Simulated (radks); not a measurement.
Values are calculated unless marked as measured or tabulated.
Initial-state core-level shifts of the europium ion Eu+ when its valence configuration changes from [Xe] 4f7 6s1. Level of theory: scalar-relativistic Kohn-Sham, r2SCAN, spin-polarised, spherical densities, finite nucleus; open shells are filled with parallel spins first (spin-orbit coupling, left out, can overturn this in heavy ions); meta-GGA in the generalised Kohn-Sham scheme; Fermi nuclear charge, rms radius 5.1115 fm (a radial shooting solver on a logarithmic mesh with Libxc functionals). Shifts are changes of the shell-averaged eigenvalues in eV (positive: less bound); the change of the density at the nucleus, which sets a Mossbauer isomer shift, is in e/bohr^3, on a base of 6.054e+05.

valence           2s       2p       3p       3d  density at nucleus
4f8           +3.195   +3.158   +3.552   +3.522              -40.38
4f6 6s2      -10.185  -10.098  -11.019  -10.954              +69.06
4f7 5d1       +1.852   +1.856   +1.793   +1.802              -30.30
4f6 6s1 6p1  -11.092  -11.004  -11.931  -11.867              +37.67
4f6 5d1 6s1   -7.493   -7.402   -8.398   -8.321              +32.35
4f7 6p1       -1.254   -1.256   -1.238   -1.240              -28.03
4f6 5d1 6p1   -8.730   -8.640   -9.632   -9.556               -0.33
4f4 6s2 6p2  -36.999  -36.662  -40.105  -39.881             +186.45
4f5 5d2 6s1  -15.887  -15.682  -17.902  -17.734              +69.61
